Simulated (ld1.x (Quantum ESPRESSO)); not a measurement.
## Ga: from the effect back to the setting (PAW)

Base potential:

ld1.x (Quantum ESPRESSO) 7.5 input, shortened:

```
&input
   title='Ga', zed=31., rel=1, dft='PBESOL', iswitch=3,
   config='[Ar] 3d10 4s0 4p0'
 /
 &inputp
   pseudotype=3, lpaw=.true., tm=.true., lloc=-1, rcloc=1.55,
   nlcc=.true., new_core_ps=.true.,
   which_augfun='PSQ', rmatch_augfun_nc=.true.
 /
6
4S  1  0   0.00   0.00  1.25  1.75  0.0
4S  1  0   0.00   2.55  1.25  1.75  0.0
4P  2  1   0.00   0.00  1.05  1.45  0.0
4P  2  1   0.00  -0.80  1.05  1.45  0.0
3D  3  2  10.00   0.00  1.05  1.30  0.0
3D  3  2   0.00  -1.70  1.05  1.30  0.0
 &test
   configts(1)='3d10 4s0 4p0'
 /
```

Cutoffs, loose and tight: the cutoffs (Ry, on a coarse ladder) from which the occupation-weighted sum of valence levels, in a spherical-Bessel basis at the reference potential, stays within 10 and 1 mRy of its value at 400 Ry. They do not see the model core or the augmentation charge, which bear on the density cutoff. Test errors are all-electron minus pseudo excitation energies from the reference, over the configurations 3d10 4s2 4p1; 3d10 4s2 4p0; 3d10 4s1 4p0; 3d9 4s2 4p1; 3d10 4s2 4p1.3; 3d10 4s0 4p3; 3d10 4s2 4p0.5; variants that change the core or the reference have their own tests.

Only the d radius is moved:

| d radius (bohr) | cutoff, loose | cutoff, tight | bound ghosts | largest test error (meV) |
| --- | --- | --- | --- | --- |
| 0.88 | 200 Ry | over 300 Ry | p | -1.6 over the solved tests; 5 of 7 tests not solved or not reliable |
| 1.34 | 70 Ry | 120 Ry | p | -2.5 over the solved tests; 5 of 7 tests not solved or not reliable |
| 1.48 | 50 Ry | 90 Ry | p | test run stopped at test 1 of 7 (negative rho) |
| 1.74 | 35 Ry | 55 Ry | p | -12 over the solved tests; 5 of 7 tests not solved or not reliable |
| 1.96 | 30 Ry | 45 Ry | p | -11 over the solved tests; test run stopped at test 6 of 7 (negative rho), 3 before it not solved |

Question: One more run gave cutoff, loose: 140 Ry; cutoff, tight: 230 Ry; bound ghosts: p; largest test error (meV): -1.7 over the solved tests; 5 of 7 tests not solved or not reliable. Which value of the d radius was used?

Answer: 1.08 bohr. The loose cutoff moves one way along this sweep, from 200 Ry at 0.88 to 30 Ry at 1.96 bohr, which places the run between 0.88 and 1.34 bohr.
